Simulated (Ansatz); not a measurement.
Born–Oppenheimer molecular dynamics of GeH4O (6 atoms, charge 0, multiplicity 1). It starts from a relaxed structure.

The calculation used RKS r2SCAN-D4/def2-SVP (Ansatz).

```
ensemble                      : NVE (velocity Verlet)
time step                     : 0.5 fs
steps asked                   : 100
starting velocities drawn for : 1000 K
seed                          : 110233
```

First frame:

```xyz
6
Properties=species:S:1:pos:R:3
Ge -0.024 -0.026 -0.029
O 0.020 -0.102 1.756
H -0.866 -0.139 2.137
H 1.450 0.019 -0.434
H -0.767 1.241 -0.497
H -0.721 -1.274 -0.605
```

Task: What does the run give?

Result: The run went to its last step.

| Quantity | Value |
| --- | --- |
| steps done | 100 |
| time covered | 50 fs |
| mean temperature over the second half | 443 K |
| spread of the potential energy over the second half | 7.6 meV per atom |
| mean potential energy of the second half above the start | 48.1 meV per atom |

The conserved energy stayed within 0.3 meV per atom of its start (net change 0.25 meV per atom), so the integration is sound. A run of 0.05 ps of so small a system gives no equilibrium averages.

Task: What happens to the structure?

Result: The same pairs are bonded in the first frame and the last. Pairs count as bonded within 1.25 times the sum of covalent radii (0.12 Å more for H–H). Another seed would give other details.

Task: How do temperature and energy run in time?

Result: 
```tsv
time (fs)	T (K)	potential energy less start (eV)	conserved less start (meV/atom)
0	1000	0.000	0.00
1.5	893	0.056	0.12
3	709	0.152	0.19
4.5	559	0.229	0.16
6	430	0.296	0.21
7.5	365	0.329	0.14
9	275	0.375	0.09
10.5	114	0.459	0.24
12	92	0.471	0.27
13.5	252	0.388	0.13
15	421	0.300	0.13
16.5	554	0.231	0.09
18	599	0.208	0.14
19.5	623	0.196	0.22
21	717	0.147	0.14
22.5	784	0.112	0.09
24	755	0.127	0.12
25.5	660	0.177	0.10
27	511	0.254	0.23
28.5	466	0.278	0.21
30	503	0.258	0.08
31.5	445	0.288	0.14
33	356	0.334	0.20
34.5	327	0.349	0.17
36	328	0.349	0.22
37.5	403	0.310	0.16
39	471	0.274	0.05
40.5	401	0.310	0.15
42	324	0.351	0.23
43.5	361	0.332	0.17
45	445	0.288	0.14
46.5	513	0.252	0.11
48	515	0.252	0.13
49.5	498	0.261	0.25
```

The run took 3.8 min on 1 thread of Arm Neoverse V2 (shared host), peak memory 0.11 GiB.
